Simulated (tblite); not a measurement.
Parent: `[SiH3:1][C@@H:2]1[CH2:3][SiH2:4]1`, C2H8Si2.

Structures optimised with GFN2-xTB, isolated species. One conformer each, not checked by frequencies here.

```tsv
coordinate of the parent	value
Si1–C2	1.881 Å
C2–C3	1.542 Å
C3–Si4	1.877 Å
C2–Si4	1.892 Å
Si1–C2–C3	118.4°
Si1–C2–Si4	125.3°
C3–C2–Si4	65.3°
C2–C3–Si4	66.4°
C2–Si4–C3	48.3°
```

Question: How does the shared frame change in `[SiH3:1][C@:2]1([Cl:3])[CH2:4][SiH2:5]1`, C2H7ClSi2? Atoms pair as Si1 = Si1, C2 = C2, C3 = C4, Si4 = Si5 (parent first).

Answer: 
```tsv
parent	relative	value in the relative	change
Si1–C2	Si1–C2	1.893 Å	+0.012
C2–C3	C2–C4	1.534 Å	-0.008
C3–Si4	C4–Si5	1.879 Å	+0.002
C2–Si4	C2–Si5	1.907 Å	+0.015
Si1–C2–C3	Si1–C2–C4	120.2°	+1.8
Si1–C2–Si4	Si1–C2–Si5	129.2°	+3.9
C3–C2–Si4	C4–C2–Si5	65.1°	-0.2
C2–C3–Si4	C2–C4–Si5	67.1°	+0.7
C2–Si4–C3	C2–Si5–C4	47.8°	-0.5
```

Of the parent's bonds, C2–Si4 changes most (+0.015 Å). Bonds of the relative outside the shared frame: C2–Cl3 1.791 Å. Point group C1 → C1.

Question: How does the shared frame change in `[F:1][CH:2]([F:3])[O:4][C@:5]1([SiH3:6])[CH2:7][SiH2:8]1` with F1–C2–O4–C5 145°, C2–O4–C5–Si6 67°, C3H8F2OSi2? Atoms pair as Si1 = Si6, C2 = C5, C3 = C7, Si4 = Si8 (parent first).

Answer: 
| parent | relative | value in the relative | change |
| --- | --- | --- | --- |
| Si1–C2 | Si6–C5 | 1.896 Å | +0.015 |
| C2–C3 | C5–C7 | 1.542 Å | 0.000 |
| C3–Si4 | C7–Si8 | 1.879 Å | +0.002 |
| C2–Si4 | C5–Si8 | 1.909 Å | +0.017 |
| Si1–C2–C3 | Si6–C5–C7 | 120.2° | +1.8 |
| Si1–C2–Si4 | Si6–C5–Si8 | 128.8° | +3.5 |
| C3–C2–Si4 | C7–C5–Si8 | 64.9° | -0.4 |
| C2–C3–Si4 | C5–C7–Si8 | 67.0° | +0.6 |
| C2–Si4–C3 | C5–Si8–C7 | 48.0° | -0.3 |

Of the parent's bonds, C2–Si4 changes most (+0.017 Å). Bonds of the relative outside the shared frame: F1–C2 1.350, C2–F3 1.366, C2–O4 1.333, O4–C5 1.446 Å. Point group C1 → C1.

Question: How does the shared frame change in `[SiH3:1][C@@:2]1([c:3]2[cH:4][cH:5][cH:6][cH:7][n:8]2)[CH2:9][SiH2:10]1` with Si1–C2–C3–C4 168°, C7H11NSi2? Atoms pair as Si1 = Si1, C2 = C2, C3 = C9, Si4 = Si10 (parent first).

Answer: 
| parent | relative | value in the relative | change |
| --- | --- | --- | --- |
| Si1–C2 | Si1–C2 | 1.896 Å | +0.015 |
| C2–C3 | C2–C9 | 1.536 Å | -0.006 |
| C3–Si4 | C9–Si10 | 1.869 Å | -0.008 |
| C2–Si4 | C2–Si10 | 1.916 Å | +0.024 |
| Si1–C2–C3 | Si1–C2–C9 | 122.5° | +4.1 |
| Si1–C2–Si4 | Si1–C2–Si10 | 122.7° | -2.6 |
| C3–C2–Si4 | C9–C2–Si10 | 64.5° | -0.8 |
| C2–C3–Si4 | C2–C9–Si10 | 67.7° | +1.3 |
| C2–Si4–C3 | C2–Si10–C9 | 47.8° | -0.5 |

Of the parent's bonds, C2–Si4 changes most (+0.024 Å). Bonds of the relative outside the shared frame: C2–C3 1.447, C3–C4 1.399, C4–C5 1.379, C5–C6 1.391, C6–C7 1.384, C7–N8 1.319, C3–N8 1.336 Å. Point group C1 → C1.

Question: How does the shared frame change in `[SiH3:1][O:2][C@:3]1([SiH3:4])[CH2:5][SiH2:6]1` with Si1–O2–C3–Si4 140°, C2H10OSi3? Atoms pair as Si1 = Si4, C2 = C3, C3 = C5, Si4 = Si6 (parent first).

Answer: 
```json
{"parent": "Si1–C2", "relative": "Si4–C3", "value in the relative": "1.894 Å", "change": "+0.013"}
{"parent": "C2–C3", "relative": "C3–C5", "value in the relative": "1.539 Å", "change": "-0.003"}
{"parent": "C3–Si4", "relative": "C5–Si6", "value in the relative": "1.876 Å", "change": "-0.001"}
{"parent": "C2–Si4", "relative": "C3–Si6", "value in the relative": "1.913 Å", "change": "+0.021"}
{"parent": "Si1–C2–C3", "relative": "Si4–C3–C5", "value in the relative": "119.1°", "change": "+0.7"}
{"parent": "Si1–C2–Si4", "relative": "Si4–C3–Si6", "value in the relative": "125.6°", "change": "+0.3"}
{"parent": "C3–C2–Si4", "relative": "C5–C3–Si6", "value in the relative": "64.8°", "change": "-0.5"}
{"parent": "C2–C3–Si4", "relative": "C3–C5–Si6", "value in the relative": "67.3°", "change": "+0.9"}
{"parent": "C2–Si4–C3", "relative": "C3–Si6–C5", "value in the relative": "47.9°", "change": "-0.4"}
```

Of the parent's bonds, C2–Si4 changes most (+0.021 Å). Bonds of the relative outside the shared frame: Si1–O2 1.609, O2–C3 1.402 Å. Point group C1 → C1.

The numbers are calculated, not measured.
